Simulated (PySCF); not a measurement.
Be(Me)(NMe2) (C3H9BeN), SMILES [CH3][Be][N](C)C.

The structure is a stationary point at ωB97X-D3(BJ)/def2-SVP. The structure was generated by enumeration; whether it is a known compound was not checked. Other conformers were not sampled.

These are HF/def2-TZVP in PySCF values and carry that method's errors.

Gas-phase values at a fixed geometry.

Computed frontier levels, gap, dipole moment and polarisability:
```json
{
  "highest_occupied_level": "-9.26 eV",
  "lowest_empty_level": "1.68 eV",
  "orbital_gap": "10.94 eV",
  "dipole_moment": "0.63 D",
  "quadrupole, principal values (traceless, Buckingham form, about the centre of nuclear charge)": "-4.57, 0.60, 3.98 D·Å",
  "mean_static_polarisability": "57.0 bohr³ (8.44 Å³)",
  "polarisability_principal_values": "49.7, 55.8, 65.5 bohr³"
}
```
